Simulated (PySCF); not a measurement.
GeH6OSi, SMILES [SiH2]([GeH3])O. Atoms are numbered in the order given.

```xyz
9

Si    -1.3043    -0.2455    -0.0983
O     -1.8081     1.1102    -0.9420
Ge     1.0382    -0.1637     0.2553
H     -1.9893    -0.3659     1.2261
H     -1.6713    -1.4172    -0.9356
H     -1.5735     1.9651    -0.5674
H      1.4115     1.1371     0.9924
H      1.7994    -0.1772    -1.0806
H      1.5255    -1.3480     1.1075
```

Geometry optimised at ωB97X-D3(BJ)/def2-SVP. The values are those of a single conformer.

All values below come from PBE/def2-TZVPD (PySCF).

Gas-phase values at a fixed geometry.

Computed frontier levels, gap, dipole moment and polarisability:
```
Property                                                                                                       Result
---------------------------------------------------------------------------------------------  ----------------------
highest occupied level                                                                                       -6.67 eV
lowest empty level                                                                                           -1.39 eV
orbital gap                                                                                                   5.27 eV
dipole moment                                                                                                  1.01 D
quadrupole, principal values (traceless, Buckingham form, about the centre of nuclear charge)  -6.19, -0.47, 6.66 D·Å
mean static polarisability                                                                      70.8 bohr³ (10.50 Å³)
polarisability, principal values                                                               63.1, 65.3, 84.2 bohr³
```
